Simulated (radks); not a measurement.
The numbers below are computed, except where a source is named.
Question: Rb32+, 5 electrons, occupied as [He] 2s2 3d1 (not the ground configuration). Code: a radial shooting solver on a logarithmic mesh with Libxc functionals. Model: scalar-relativistic Kohn-Sham, r2SCAN, spin-unpolarised, spherical densities, finite nucleus; meta-GGA in the generalised Kohn-Sham scheme; Fermi nuclear charge, rms radius 4.2036 fm. Some entries of the table are withheld. Estimate them.

orbital  occ.  eigenvalue (eV)  r(max) (bohr)
1s          2              (1)            (2)
2s          2              (3)            (4)
3d          1        -1627.598         0.2666

Answer: 
(1) 1s eigenvalue (eV): -17618.78
(2) 1s r(max) (bohr): 0.02623
(3) 2s eigenvalue (eV): -4070.594
(4) 2s r(max) (bohr): 0.1430
